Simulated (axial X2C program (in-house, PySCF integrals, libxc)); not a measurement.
## Levels of SeS⁺ by electron attachment to SeS²⁺ (EOM-EA-CCSD)

Calculated with an in-house all-electron X2C program for linear molecules (integrals from PySCF): two-component X2C with atomic mean-field Coulomb and Gaunt terms, Gaussian nuclei, basis Se dyall-acv3z, S dyall-av3z with contracted cores.

R = 1.801 Å (0.920 times 1.958 Å, the PBE0 minimum at charge 1 for the lowest determinant).

Levels of SeS⁺ obtained by attaching an electron to SeS²⁺:

| Ω | binding energy (eV) | above lowest (cm⁻¹) | attached spinor | one-particle weight |
| --- | --- | --- | --- | --- |
| 1/2 | 15.892 | 0 | 37% Se pπ, 34% S pπ, 11% Se dπ | 0.96 |
| 3/2 | 15.724 | 1355 | 40% Se pπ, 31% S pπ, 11% S dπ | 0.96 |
| 1/2 | 10.034 | 47250 | 29% Se dσ, 25% Se pσ, 18% S pσ | 0.95 |

Task: What is the splitting of the first π pair in the table, and is it regular or inverted?

Result: E(3/2) − E(1/2) = 1355 − 0 = 1355 cm⁻¹ at EOM-EA-CCSD: regular, Ω = 1/2 lower. Splittings at this level can be off by ten to twenty per cent.

This point took 11 s on 1 thread of Arm Neoverse V2, with other jobs on the host.

Reference electrons by ω block (each with its −ω partner): 1/2: 17, 3/2: 6, 5/2: 1. 10 electrons of SeS²⁺ correlated (inner shells frozen), 92 natural virtual spinors (a truncated set); levels can be off by some tenths of an eV. Roots sought by Ω: (1/2: 5, 3/2: 4, 5/2: 2, 7/2: 1); the list ends where they run out and leaves out roots under 60 % one-particle weight. The solver can skip a root, and states that need a further excitation, which the method places far too high, are missing though they may lie low or lowest. T1 of the reference 0.015 (Lee–Taylor). The reference was not checked to be the lowest state of its species. Number of frozen shells: Se 3 s, 2 p, 1 d; S 2 s, 1 p.
